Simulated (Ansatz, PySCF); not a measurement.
Molecule: sum formula H₆SiN₂O₂, charge 0, multiplicity 1. SMILES: N[Si](N)(O)O
Coordinates optimised at B3LYP-D3(BJ)/def2-TZVP (Ansatz, a first-principles code):
```
Si
O 1 1.6454
H 2 0.9603 1 115.57
O 1 1.6557 2 102.79 3 -17.42
H 4 0.9598 1 116.94 2 177.90
N 1 1.6988 2 104.51 3 -143.06
H 6 1.0050 1 122.77 2 -166.76
H 6 1.0056 7 113.13 1 162.86
N 1 1.7111 2 119.43 3 99.48
H 9 1.0077 1 120.24 2 -76.14
H 9 1.0079 10 111.21 1 -147.44
```
Charge 0, spin multiplicity 1.

Quantity: atomisation energy (electronic, to ground-state atoms); the coupled-cluster value holds the core correlation from cc-pwCVTZ, in kcal/mol. Valence correlation only, unless marked. UHF or UKS for open shells. No spin-orbit coupling. Non-relativistic. CBS(X,Y): correlation extrapolated as X^-3; Hartree-Fock from the larger set. [CCSD(T)-MP2]/basis is that difference in the basis named.

Level to compare with: RI-MP2/CBS(cc-pV(T+d)Z,cc-pV(Q+d)Z)+[CCSD(T)-MP2]/cc-pV(T+d)Z plus the core term (Ansatz), 1015.7 kcal/mol. It is a level with limits of its own, and the differences hold the functionals' basis error too.

### Question
Rank these functionals by how close they come to RI-MP2/CBS(cc-pV(T+d)Z,cc-pV(Q+d)Z)+[CCSD(T)-MP2]/cc-pV(T+d)Z, closest first: HSE06/def2-TZVPD (Ansatz); M06-2X/def2-TZVPD (PySCF); BHLYP/def2-TZVPD (Ansatz).

### Answer
M06-2X/def2-TZVPD (hybrid meta-GGA, 1010.6 kcal/mol, difference -5.1), HSE06/def2-TZVPD (screened hybrid, 992.2 kcal/mol, difference -23.5), BHLYP/def2-TZVPD (global hybrid, 961.6 kcal/mol, difference -54.1)
